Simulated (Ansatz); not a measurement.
C3H7N, SMILES `C=CCN` (charge 0, multiplicity 1).

Method: Ansatz (a quantum-chemistry and plane-wave program) with frozen-core CCSD(T)/cc-pVDZ // PBE0-D3(BJ)/def2-TZVP.

Ansatz 0.2 input:
```yaml
crystal:
  periodic: [false, false, false]
  atoms:
    - { symbol: C, position_ang: [-1.309576, 0.388444, -0.542075] }
    - { symbol: C, position_ang: [-0.766154, -0.552245, 0.216341] }
    - { symbol: C, position_ang: [0.637637, -0.550597, 0.745802] }
    - { symbol: N, position_ang: [1.4895, 0.56843, 0.409748] }
    - { symbol: H, position_ang: [-0.750407, 1.267129, -0.847418] }
    - { symbol: H, position_ang: [-2.334055, 0.316116, -0.886658] }
    - { symbol: H, position_ang: [-1.364813, -1.41722, 0.498698] }
    - { symbol: H, position_ang: [0.595354, -0.63521, 1.838767] }
    - { symbol: H, position_ang: [1.13312, -1.471987, 0.415565] }
    - { symbol: H, position_ang: [1.586674, 0.651495, -0.594953] }
    - { symbol: H, position_ang: [1.082727, 1.435648, 0.73874] }
basis:
  gaussian: { orbitals: cc-pVDZ }
correlation:
  method: ccsd_t
```

Output:

```
Functional definition: HF
831 factors; integrals over basis functions are off by at most 1.2e-3 eV
mean field evaluation 1: about -4680.6203 eV, gradient 3.1e1 eV
mean field evaluation 2: about -4680.6223 eV, gradient 3.1e1 eV
mean field evaluation 4: about -4683.3060 eV, gradient 3.3e0 eV
mean field evaluation 8: about -4683.3416 eV, gradient 1.7e-4 eV
mean field evaluation 16: about -4683.3401 eV, gradient 1.7e-1 eV
mean field -4683.34159138 eV, -172.1096290004 hartree, gradient 2.5e-6 eV, S^2 0.000000; 0 other end points of the search recorded, 0 dependent functions left out
4 core orbitals not correlated
reference -4683.34159138 eV, -172.1096290004 hartree; 12, 12 occupied and 75, 75 virtual orbitals, 831 factors
second order -15.89089113 eV of doubles, -0.00000000 eV of singles
cycle   1  -16.68455716 eV  change   -7.9e-1 eV  update   8.2e-2
cycle   2  -17.12689079 eV  change   -4.4e-1 eV  update   2.6e-2
cycle   3  -17.20447481 eV  change   -7.8e-2 eV  update   1.1e-2
cycle   4  -17.20425553 eV  change    2.2e-4 eV  update   3.1e-3
cycle   5  -17.20511908 eV  change   -8.6e-4 eV  update   1.1e-3
cycle   6  -17.20513435 eV  change   -1.5e-5 eV  update   3.1e-4
cycle   7  -17.20502868 eV  change    1.1e-4 eV  update   1.1e-4
cycle   8  -17.20502398 eV  change    4.7e-6 eV  update   4.5e-5
cycle   9  -17.20502081 eV  change    3.2e-6 eV  update   1.7e-5
perturbative correction -0.53775617 eV, -0.0197621746 hartree
Total energy: -4701.08436836 eV, -172.7616640279 hartree
```
